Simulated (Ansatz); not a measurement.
Mulliken charges of `C[NH][Ti]([F])([F])[Cl]` from PBE/def2-TZVPP in Ansatz (PBE0-D4/def2-TZVP geometry).

| atom | x (Å) | y (Å) | z (Å) | charge (e) |
| --- | --- | --- | --- | --- |
| C1 | -1.019 | -0.874 | 0.592 | -0.169 |
| N2 | -0.101 | -0.475 | -0.451 | -0.315 |
| Ti3 | 1.120 | 0.898 | -0.375 | 0.914 |
| F4 | 2.226 | 0.659 | -1.711 | -0.322 |
| F5 | 1.844 | 0.853 | 1.225 | -0.326 |
| Cl6 | 0.021 | 2.803 | -0.596 | -0.248 |
| H7 | -0.807 | -0.320 | 1.509 | 0.100 |
| H8 | -0.922 | -1.941 | 0.819 | 0.107 |
| H9 | -2.057 | -0.668 | 0.311 | 0.111 |
| H10 | -0.222 | -0.985 | -1.319 | 0.148 |

Problem. By hand: the dipole of these point charges (1 e Å = 4.8032 D).

Solution. Σ q r = (-0.536, -0.527, 0.077) e Å, of length 0.756 e Å = 3.63 D.

Problem. How does the dipole of the full density compare? (Best estimate.)

Solution. Ansatz gave: (-0.409, -0.607, -0.003) e Å, 3.52 D; the point charges give 1.03 times that, at 13° from its direction.

Point charges leave out the atoms' own dipoles, such as those of lone pairs, and Mulliken's split depends on the basis, so the close match here is no proof of good charges.
